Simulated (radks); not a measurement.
Results of a calculation; reference values are marked as such.
Q: Ce III, 56 electrons, occupied as [Xe] 4f2. Code: a radial shooting solver on a logarithmic mesh with Libxc functionals. Model: scalar-relativistic Kohn-Sham, LDA (Slater exchange, Perdew-Wang correlation), spin-polarised, spherical densities, finite nucleus; open shells are filled with parallel spins first (spin-orbit coupling, left out, can overturn this in heavy ions); Fermi nuclear charge, rms radius 4.8771 fm. Some entries of the table are withheld. Estimate them.

| orbital | occ. | eigenvalue (eV) | <r^2> (bohr^2) | <1/r> (bohr^-1) |
|---|---|---|---|---|
| 1s down | 1 | -40231.69 | 0.0008221 | 63.28 |
| 1s up | 1 | -40231.69 | 0.0008221 | 63.28 |
| 2s up | 1 | -6447.801 | 0.01308 | 14.59 |
| 2s down | 1 | -6447.791 | 0.01308 | 14.59 |
| 2p up | 3 | -5778.786 | 0.01042 | 13.82 |
| 2p down | 3 | -5778.781 | 0.01042 | 13.82 |
| 3s up | 1 | -1391.754 | 0.08895 | 5.292 |
| 3s down | 1 | -1391.296 | 0.08892 | 5.293 |
| 3p up | 3 | -1178.888 | 0.08891 | 5.014 |
| 3p down | 3 | -1178.434 | 0.08887 | 5.016 |
| 3d up | 5 | -875.5610 | 0.07589 | 4.759 |
| 3d down | 5 | -875.2020 | 0.07583 | 4.760 |
| 4s up | 1 | -286.2469 | 0.4610 | 2.208 |
| 4s down | 1 | -284.9648 | 0.4608 | 2.209 |
| 4p up | 3 | -216.8782 | 0.5220 | 2.034 |
| 4p down | 3 | -215.5816 | 0.5218 | 2.035 |
| 4d up | 5 | -117.0609 | 0.6534 | (1) |
| 4d down | 5 | -115.7529 | 0.6535 | (2) |
| 5s up | 1 | -50.6209 | 2.656 | (3) |
| 5s down | 1 | -49.7169 | 2.682 | (4) |
| 5p up | 3 | -33.6900 | 3.612 | 0.7310 |
| 5p down | 3 | -32.9650 | 3.665 | 0.7249 |
| 4f up | 2 | -13.6770 | 1.958 | 1.139 |
| 4f down | 0 | -12.5568 | 2.101 | 1.122 |

A: 
(1) 4d up <1/r> (bohr^-1): 1.767
(2) 4d down <1/r> (bohr^-1): 1.768
(3) 5s up <1/r> (bohr^-1): 0.8611
(4) 5s down <1/r> (bohr^-1): 0.8562
